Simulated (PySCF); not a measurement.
Relaxation of doublet Ga₃

Level of theory: UPBE0/[Ga def2-TZVP], no relativity, density fitting, PySCF. A (50,194) grid was used.

A hand-made linear chain start, of D∞h symmetry, held to at least that symmetry:

```xyz
3
charge 0 multiplicity 2, angstrom
Ga    0.0000    0.0000    0.0000
Ga    0.0000    0.0000    2.3560
Ga    0.0000    0.0000   -2.3560
```

(1) What does it relax to?

(2) How much energy is released, and in how many steps?

Answers

(1) It ends at D∞h with Ga–Ga 2.554 Å (×2); Ga–Ga–Ga 180.0° (after a last refinement on a finer grid). A frequency run shows 1 imaginary mode, down to 12i cm⁻¹, so it is at most a very flat saddle point. Other isomers or separated fragments may lie lower.

(2) 23.3 kJ/mol in 4 steps.

The relaxation took 25 s on 4 threads of a shared Arm Neoverse V2 host, with 144 basis functions and 5 gradients; the process peaked at 0.82 GiB. Launch command: `OMP_NUM_THREADS=4 python axn.py task.json out`.
